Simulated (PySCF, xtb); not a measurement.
C4H4ClF, SMILES C=C(Cl)/C=C\F.

GFN2-xTB in xtb at its own geometry gives an orbital gap of 3.36 eV and a dipole moment of 2.98 D.

The structure is a stationary point at B3LYP-D3(BJ)/def2-SVP. The structure was generated by enumeration; whether it is a known compound was not checked. The values are those of a single conformer.

**Question.** What does CAM-B3LYP/def2-TZVP run with PySCF give? (Estimate from the structure and the level; the computed values follow.)

**Answer.** gap 7.99 eV (levels -8.17 and -0.18 eV), dipole 2.61 D.
